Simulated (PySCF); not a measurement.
Method: PySCF, PBE0, basis Zr def2-TZVP with ECP28, F def2-TZVP, Cl def2-TZVP (scalar-relativistic core potentials, no spin–orbit coupling, density fitting). Open shells, if any, are unrestricted.

Question: What spin state, shape and geometry does isolated ZrFCl take (every ligand bound to Zr)?

Answer: Formally Zr is in oxidation state +2, d2, with 2 unpaired electrons (the high-spin count). The Mulliken spin on Zr is 2.05. The polar-tensor charge on Zr, 1.13, is far below the formal one. The lowest minimum found is a triplet of Cs symmetry with Zr–Cl 2.359 Å, Zr–F 1.909 Å; Cl–Zr–F 142.7°. Its harmonic wavenumbers are 89 (a'), 382 (a'), 643 (a') cm⁻¹ and its dipole moment is 1.39 D.

Other isomers or separated fragments may lie lower. Open d and f shells are described by one determinant, and the ground state may have another occupation or spin.
